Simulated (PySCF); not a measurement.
Ligands exchanged one at a time, B SiH3-H. All species are isolated molecules in the gas phase. Strings in code marks are SMILES.

Calculation: B3LYP-D3(BJ)/def2-TZVP (PySCF 2.14.0). B3LYP has the VWN-RPA correlation part, as in Gaussian. 

```tsv
species	dipole moment (D)	HOMO–LUMO gap (eV)
1 of 3 SiH3 replaced by H (`[SiH3]B[SiH3]`)	0.40	4.79
2 of 3 SiH3 replaced by H (`B[SiH3]`)	[?]	5.59
3 of 3 SiH3 replaced by H (`B`)	0.00	7.53
```

Q: Fill in the missing entries.

A: 
- 2 of 3 SiH3 replaced by H (`B[SiH3]`), dipole moment (D): 0.37
